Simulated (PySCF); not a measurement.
**Optical rotation: SMILES B[Si@@H]1C[C@@H]1C, C₃H₉BSi**

Geometry (Å), atoms numbered from 1 in this order:
```xyz
14

B     1.8059   -1.3397    0.7347
Si    1.1075    0.4193    0.6039
C    -0.7453    0.7648    0.9872
C    -0.4585    0.7852   -0.4759
C    -1.0683   -0.2823   -1.3433
H     2.9410   -1.5131    0.9700
H     1.1406   -2.2920    0.5827
H     1.8079    1.7026    0.7547
H    -1.0067    1.7033    1.4519
H    -1.3497   -0.0556    1.3453
H    -0.4841    1.7666   -0.9355
H    -0.5476   -0.3566   -2.2970
H    -1.0278   -1.2514   -0.8518
H    -2.1156   -0.0517   -1.5493
```

Computed with PySCF, TDDFT PBE0/def2-SVPD circular dichroism and optical rotation, one conformer, gas phase. Geometry: GFN2-xTB.

States above about 6.6 eV (minus the energy of the highest occupied orbital) lie near or above the ionisation threshold and depend on the basis.

Stereocentres: Si2 R, C4 S.

(1) What is the specific rotation at 633, 589.3, 546, 436, 405, 365, 355 nm?

## Answers

(1) [α] in deg dm⁻¹ (g/mL)⁻¹:
```csv
λ (nm),origin-invariant length gauge,modified velocity gauge,length gauge (centre of mass),isotropic polarisability (au)
633,+442.4,+465.1,+437.5,92.1
589.3,+550.8,+578.6,+544.4,93.3
546,+708.2,+743.4,+699.8,95.0
436,+1777.2,+1858.4,+1751.4,104.9
405,+2681.2,+2798.8,+2637.7,112.1
365,+6101.3,+6344.6,+5971.9,136.9
355,+8459.4,+8782.9,+8259.4,153.2
```

The shortest wavelength is close to the first absorption, where this undamped response comes out too large.

Q: And for the mirror image at 589.3 nm?

A: -550.8 deg dm⁻¹ (g/mL)⁻¹ (origin-invariant length gauge): the same size and the opposite sign.

Q: What is the molar rotation [Φ] = [α]·M/100 of the geometry above at 589.3 nm?

A: With M = 84.00 g/mol, +462.7 deg cm² dmol⁻¹ (origin-invariant length gauge).

The first excitation lies at 3.81 eV (326 nm) with R = +15.8 × 10⁻⁴⁰ esu² cm² (velocity form).
